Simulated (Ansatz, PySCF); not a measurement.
Gas-phase reaction (SMILES): [F][Ge]([F])([F])[F] -> F atom + [F][Ge]([F])[F]; the F-Ge bond at the site shown breaks (other sites are not compared here).

Each molecule is optimised on its own at B3LYP-D3(BJ)/def2-TZVP (Ansatz, a first-principles code). Valence correlation only, unless marked. UHF or UKS for open shells. No spin-orbit coupling. The frozen core is the preceding noble-gas configuration, with the filled d and f shells of earlier blocks. Non-relativistic. CBS(X,Y): correlation extrapolated as X^-3; Hartree-Fock from the larger set. [CCSD(T)-MP2]/basis is that difference in the basis named. Thermal terms are rigid-rotor harmonic-oscillator values from B3LYP-D3(BJ) frequencies (Ansatz or PySCF) at 298.15 K and 1 atm. 1 Eh = 627.5095 kcal/mol. Atoms have translation alone.

| species | E, RI-MP2/CBS(cc-pVTZ,cc-pVQZ)+[CCSD(T)-MP2]/cc-pVTZ (Ansatz) (Eh) | E, wB97M-V/def2-TZVPD (Ansatz) (Eh) | H - E (Eh) |
|---|---|---|---|
| [F][Ge]([F])([F])[F] | -2474.85091 | -2476.51565 | 0.01633 |
| F atom | -99.66587 | -99.74647 | 0.00236 |
| [F][Ge]([F])[F] | -2374.97135 | -2376.56875 | 0.01196 |

Task: Work out ΔE and ΔH at 298.15 K at the first level, then ΔH at the second.

Result: 
1. ΔE = [(-99.66587) + (-2374.97135)] - [(-2474.85091)] = 0.21369 Eh = 134.1 kcal/mol at RI-MP2/CBS(cc-pVTZ,cc-pVQZ)+[CCSD(T)-MP2]/cc-pVTZ.
2. The terms H - E add up to -0.00201 Eh, so ΔH = (0.21369 + (-0.00201))×627.5095 = 132.8 kcal/mol.
3. At wB97M-V/def2-TZVPD the same steps give ΔE = 125.8 and ΔH = 124.5 kcal/mol, a shift of -8.3 from the first level.
4. These values are not checked against measurement here, since the tables used lack a sound gas-phase enthalpy of formation for at least one species.
